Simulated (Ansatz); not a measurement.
The first iterations of a band of CH3NO2Si (8 atoms, charge 0, multiplicity 1).

These are results of Ansatz 0.2.0, RKS BHLYP-D4/def2-SVP, not measurements.

| Quantity | Value |
| --- | --- |
| movable images | 5 |
| climbing image | yes |
| spring | 50.0 eV/Å² |
| optimiser | quadratic models (default) |
| start path | IDPP |
| force threshold | 0.03 eV/Å |
| iteration limit | 60 |
| end points | relaxed |

First end point:

```xyz
8
Properties=species:S:1:pos:R:3
N -0.745 0.881 0.808
Si -0.260 -0.668 0.421
O -0.614 -1.997 1.055
C 0.906 -0.415 -1.077
O 1.099 0.698 -1.478
H -1.371 1.120 1.558
H -0.409 1.667 0.273
H 1.393 -1.286 -1.561
```

Last end point:

```xyz
8
Properties=species:S:1:pos:R:3
N -0.746 0.881 0.808
Si -0.260 -0.668 0.422
O -0.613 -1.997 1.055
C 0.906 -0.415 -1.076
O 1.099 0.697 -1.478
H -0.408 1.666 0.273
H -1.371 1.122 1.557
H 1.393 -1.287 -1.561
```

| iteration | highest image above the first end (eV) | largest band force component (eV/Å) |
| --- | --- | --- |
| 1 | 0.732 | 0.662 |
| 2 | 0.661 | 0.540 |
| 3 | 0.639 | 1.108 |
| 4 | 0.629 | 0.361 |
| 5 | 0.620 | 0.252 |

Does the band converge within its limit, and where does its top end?

It converged. It ended after 16 iterations with the highest image 0.605 eV above the first end. Another band between the same ends (5 images) ends at a top of the same energy, where a vibrational analysis finds 1 clearly imaginary mode.

Time of the run: 4.9 min on 1 thread of Arm Neoverse V1 (shared host), peak memory 0.17 GiB.
